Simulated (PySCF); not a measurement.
## Correlation energy of C⁺ (carbon, charge +1)

[He] 2s2 2p1, 2P determinant. All numbers are calculated (PySCF 2.14, the non-relativistic Hamiltonian (point nucleus), in def2-SVP (3s2p1d, 14 functions)). Frozen: 1s2; 3 electrons correlated.

MP2 pair energies summed by pair of shells (mhartree):

```
 pair  energy  share (%)
2s-2s  -25.82       61.8
2s-2p  -15.98       38.2
```

Total MP2 correlation energy: -41.80 mhartree.

Same-spin part -2.37 and opposite-spin part -39.43 mhartree; SCS-MP2 scales them by 1/3 and 6/5 to -48.10 mhartree.

```
  level  correlation energy (mhartree)
   CCSD                         -66.66
    (T)                          -0.74
CCSD(T)                         -67.40
```

Diagnostics: T1 = 0.0084, D1 = 0.0155, largest double amplitude 0.142.

Cost of the coupled-cluster step: 0.11 s of wall time on 1 thread of Intel(R) Xeon(R) Platinum 8259CL CPU @ 2.50GHz (shared host), for 3 correlated electrons.
